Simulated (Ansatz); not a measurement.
Cost and result up the ladder for Al11Sb10F3 (24 atoms). The state is a singlet with charge 0. Geometry: r2SCAN-D4/def2-SVP.

```xyz
24

Al    1.819   -0.087    2.816
Al    2.141   -1.851    0.545
Al    0.429   -2.626    3.425
Al    2.199   -0.529   -2.274
Al    3.827    0.622   -0.169
Al    0.627    2.529   -1.985
Al   -0.892   -1.788    0.632
Al   -0.336   -0.298   -2.435
Al    0.833    0.657    0.281
Al   -3.039    0.405    0.610
Al   -2.876    1.531   -2.352
F     0.600   -2.829    0.243
F    -4.227   -0.333    1.563
F    -4.317    0.992   -3.047
Sb    2.952   -2.457    3.112
Sb    2.857    2.051    1.823
Sb    3.186    1.929   -2.410
Sb    4.175   -1.917   -1.031
Sb   -0.981    0.215    2.765
Sb   -0.392    3.103    0.406
Sb   -2.499   -1.435   -1.356
Sb   -2.046   -2.564    2.963
Sb   -0.852    1.772   -4.019
Sb   -3.187    2.908   -0.107
```

Ansatz on 4 threads of AMD EPYC 7R13 on a shared host and a share (37 GiB) of an NVIDIA H100 80GB HBM3. Times are rough, and most runs start from the orbitals of an earlier one. PBE0-D4/def2-TZVP serves as the yardstick here, not as an exact answer. Differences are given only for rows in sets of like size (and for xTB, whose basis is part of the method), since another set adds its own error. Binding counts from free atoms at the same level (Al doublet, F doublet, Sb quartet; other spins of the atoms weren't run), without zero-point energy or a counterpoise term.

In the def2 sets Sb takes a core potential; there is no spin–orbit coupling. Correlated methods freeze 98 core orbitals; core or outer-core shells of Sb are correlated, in sets that lack core-valence functions. The rows differ in basis, and correlated rows in double-zeta sets carry the largest basis error. Single mean-field runs in def2-SVP, def2-TZVP are fitted with def2-universal-jkfit.

Correlated methods converge slowly with the basis, most of all in double-zeta sets.

| level | functions | wall time |
| --- | --- | --- |
| PBE-D4/def2-SVP | 500 | 3.9 s |
| PBE0-D4/def2-SVP | 500 | 5 s |
| BLYP-D4/def2-TZVP | 1000 | 6.5 s |
| MP2/def2-SVP | 500 | 7.5 s |
| r2SCAN-D4/def2-TZVP | 1000 | 8 s |
| PBE-D4/def2-TZVP (with forces) | 1000 | 9 s |
| PBE0-D4/def2-TZVP | 1000 | 16 s |

Estimate what each level gives for the binding energy per atom (eV).


| level | binding energy per atom (eV) | difference from PBE0-D4/def2-TZVP (eV) |
| --- | --- | --- |
| PBE-D4/def2-SVP | 3.31 | – |
| PBE0-D4/def2-SVP | 3.19 | – |
| BLYP-D4/def2-TZVP | 3.06 | -0.13 |
| MP2/def2-SVP | 2.92 | – |
| r2SCAN-D4/def2-TZVP | 3.17 | -0.02 |
| PBE-D4/def2-TZVP (with forces) | 3.29 | 0.11 |
| PBE0-D4/def2-TZVP | 3.18 | 0.00 |
